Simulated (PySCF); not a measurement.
# Checking a proposed structure

A compound C5H6FN gives the data below (simulated from a calculation) and was assigned the structure `C/C(F)=C(/C)C#N`.

$^{13}$C{$^{1}$H} NMR (computed): δ 191.3 (C), 117.4 (C), 83.1 (CH), 32.5 (CH2), 14.8 (CH3).

$^{1}$H NMR (500 MHz, computed): δ 4.63 (m, 1H), 2.33 (m, 2H), 1.32 (t, 3H).

- NMR shieldings at PBE0/pcSseg-1/GIAO
- geometry from GFN2-xTB
- run in PySCF 2.14
- a single conformation, gas phase, rapidly exchanging positions averaged, relativity neglected

Referencing at the same level of theory: TMS for $^{1}$H (31.72 ppm), $^{13}$C (186.93 ppm).

(1) Compare with the shifts computed for the proposed structure, pairing carbons in order of shift.

(2) Which isomer fits?

Results:

(1) Atoms are numbered as in `[CH3:1]/[C:2]([F:3])=[C:4](/[CH3:5])[C:6]#[N:7]`. Each H is labelled by its parent atom.

```tsv
atom	computed for proposal	given list	difference
C2	182.8	191.3	-8.5
C6	122.9	117.4	+5.5
C4	96.7	83.1	+13.6
C1	20.7	32.5	-11.8
C5	15.1	14.8	+0.3
```

The rms difference is 9.3 ppm and the largest +13.6 ppm at C4 (fully substituted alkene carbon). The carbon types in order of shift don't match either: C, C, C, CH3, CH3 for the proposal against C, C, CH, CH2, CH3 in the data. The proposal doesn't fit.

(2) SMILES CC/C(F)=C/C#N.

1. Carbon types of the structure: 2 × C, 1 × CH, 1 × CH2, 1 × CH3, which accounts for all hydrogens.
2. δC 191.3: fully substituted alkene carbon.
3. δC 117.4: nitrile carbon; C≡N carbons fall here, among the sp2 signals but without a proton.
4. δC 83.1: alkene CH.
5. δC 32.5: allylic sp3 CH2; saturated and bonded to C and H only.

Other isomers checked: C/C(F)=C/CC#N (rms 14.2 ppm).

The shifts were computed for this structure.

Splittings by $^{19}$F in the carbon and heteronuclear signals aren't shown, as no couplings were computed. Shifts are as computed. Against solution values, carbons near 30 ppm lie about +3 ppm off and those near 130 ppm about +5 ppm (rms about the fit 2.1 ppm; single classes can miss by 10 ppm). Of 1328 compounds with measured shifts, 309 miss one by over three times the rms of a fit or turn the order of signals round; such compounds aren't used in these exercises. Signals without a measured value on file couldn't be tested in this way; 1H shifts scatter by 0.2 ppm about their fit, and single ones miss by 0.5 ppm. No couplings were computed; multiplicities are counted from neighbouring protons, with m where these are inequivalent, close in shift, in a saturated or five-membered ring or joined by F or P, and br s for small geminal =CH2 splittings.
